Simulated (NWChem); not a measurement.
Molecule: C$_{2}$H$_{6}$OSi; SMILES O=CC[SiH3]

```xyz
10

O     -0.4214     2.1386    -0.2073
C      0.2020     1.3037     0.3924
C      0.8217     0.0920    -0.2270
Si    -0.2463    -1.4665     0.0014
H      0.3364     1.3803     1.5048
H      1.7967    -0.1213     0.2425
H      0.9556     0.2576    -1.3076
H     -1.5486    -1.3022    -0.7061
H     -0.5001    -1.6990     1.4554
H      0.4900    -2.6371    -0.5601
```
Atoms are numbered in this order, from 1.

Computed with NWChem. Pople sets run with spherical d functions. All runs use the structure optimised with PBE0/def2-SVP. GIAO values for the isolated, static molecule; σ is the absolute isotropic shielding, δ = σ(reference) − σ with the isolated reference molecule computed at the same levels (13C: tetramethylsilane, 1H: tetramethylsilane, 17O: water, 29Si: tetramethylsilane).

```json
[
 {"level": "B3LYP/6-31G*", "δ O1 (ppm)": "607.2", "δ C2 (ppm)": "179.8", "δ C3 (ppm)": "28.0", "δ Si4 (ppm)": "-40.9", "δ H5 (ppm)": "9.81", "δ H7 (ppm)": "1.81", "δ H8 (rotor mean) (ppm)": "4.07"},
 {"level": "BHandHLYP/pcSseg-1", "δ O1 (ppm)": "709.7", "δ C2 (ppm)": "200.7", "δ C3 (ppm)": "30.6", "δ Si4 (ppm)": "-69.1", "δ H5 (ppm)": "9.41", "δ H7 (ppm)": "2.06", "δ H8 (rotor mean) (ppm)": "3.84"},
 {"level": "Hartree-Fock/6-31G*", "δ O1 (ppm)": "619.8", "δ C2 (ppm)": "186.8", "δ C3 (ppm)": "24.5", "δ Si4 (ppm)": "-44.2", "δ H5 (ppm)": "9.60", "δ H7 (ppm)": "1.93", "δ H8 (rotor mean) (ppm)": "4.14"},
 {"level": "LDA (Slater exchange, VWN5)/pcSseg-1", "δ O1 (ppm)": "729.2", "δ C2 (ppm)": "205.5", "δ C3 (ppm)": "34.4", "δ Si4 (ppm)": "-81.3", "δ H5 (ppm)": "10.04", "δ H7 (ppm)": "2.12", "δ H8 (rotor mean) (ppm)": "4.22"}
]
```
